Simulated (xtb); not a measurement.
HClO, charge +1, doublet, at a GFN2-xTB geometry (a state made from the parent by changing its charge; the spin is typed, not shown lowest); xtb 6.7.1 with GFN0-xTB.

Here is a job for xtb.
```
$ xtb mol.xyz --gfn 0 --chrg 1 --uhf 1 --acc 1000 --json

# file mol.xyz
3

O     -0.04383216     1.02148558     0.01469068
H     -0.96672120     1.40203158     0.00503415
Cl     0.07749285    -0.56317154    -0.00720939
```

Output, abridged:

```
   ID    Z sym.   atoms
    1    8 O      1
    2    1 H      2
    3   17 Cl     3

           -------------------------------------------------
          |                Calculation Setup                |
           -------------------------------------------------

           -------------------------------------------------
          |                 G F N 0 - x T B                 |
           -------------------------------------------------

          ...................................................
          :                      SETUP                      :
          :.................................................:
          :  # basis functions                  16          :
          :  # atomic orbitals                  15          :
          :  # shells                            7          :
          :  # electrons                        13          :
          :  electronic temp.          300.0000000     K    :
          :  accuracy                 1000.0000000          :
          :  -> integral cutoff          0.2000000E+02      :
          :  -> integral neglect         0.1000000E-04      :
          ...................................................

         :::::::::::::::::::::::::::::::::::::::::::::::::::::
         ::                     SUMMARY                     ::
         :::::::::::::::::::::::::::::::::::::::::::::::::::::
         :: total energy              -6.157533233171 Eh    ::
         :: gradient norm              0.034809263707 Eh/a0 ::
         :: HOMO-LUMO gap              3.250083882634 eV    ::
         ::.................................................::
         :: H0 energy                 -7.685653144470 Eh    ::
         :: repulsion energy           0.015198012842 Eh    ::
         :: electrostat energy         1.513107305331 Eh    ::
         :: -> Gsolv                   0.000000000000 Eh    ::
         ::    -> Gsasa                0.000000000000 Eh    ::
         ::    -> Gshift               0.000000000000 Eh    ::
         :: dispersion energy         -0.000185406875 Eh    ::
         :: short-range corr.          0.000000000000 Eh    ::
         :: add. restraining           0.000000000000 Eh    ::
         :: total charge               1.000000000000 e     ::
         :::::::::::::::::::::::::::::::::::::::::::::::::::::

           -------------------------------------------------
          |                Property Printout                |
[...]
         4        2.0000           -0.5028958             -13.6845
         5        2.0000           -0.4932022             -13.4207
         6        2.0000           -0.4262388             -11.5985
         7        1.0000           -0.3924137             -10.6781 (HOMO)
         8                         -0.2729753              -7.4280 (LUMO)
         9                         -0.1379756              -3.7545
        10                         -0.0647376              -1.7616
        11                         -0.0645493              -1.7565
        12                         -0.0524652              -1.4277
        13                         -0.0343081              -0.9336
        14                          0.1701357               4.6296
        15                          0.2428112               6.6072
      -------------------------------------------------------------
                  HL-Gap            0.1194384 Eh            3.2501 eV
             Fermi-level            0.0000000 Eh            0.0000 eV

     #   Z          covCN         q      C6AA      α(0)
     1   8 O        1.737     0.129    12.811     4.843
     2   1 H        0.801     0.468     0.378     0.966
     3  17 Cl       0.939     0.403    86.194    14.192

 Mol. C6AA /au·bohr⁶  :        180.846241
 Mol. C8AA /au·bohr⁸  :       6090.491088
 Mol. α(0) /au        :         20.001425

Wiberg/Mayer (AO) data.
largest (>0.10) Wiberg bond orders for each atom

 ---------------------------------------------------------------------------
     #   Z sym  total        # sym  WBO       # sym  WBO       # sym  WBO
 ---------------------------------------------------------------------------
     1   8 O    2.614 --     3 Cl   1.646     2 H    0.968
     2   1 H    0.985 --     1 O    0.968
     3  17 Cl   1.664 --     1 O    1.646
 ---------------------------------------------------------------------------

Topologies differ in total number of bonds
Writing topology from bond orders to xtbtopo.mol

 dipole moment from electron density (au)
     X       Y       Z
  -0.5481   1.0000   0.0060  total (Debye):    2.899

           -------------------------------------------------
          | TOTAL ENERGY               -6.157533233171 Eh   |
          | GRADIENT NORM               0.034809263707 Eh/α |
          | HOMO-LUMO GAP               3.250083882634 eV   |
           -------------------------------------------------

normal termination of xtb
```
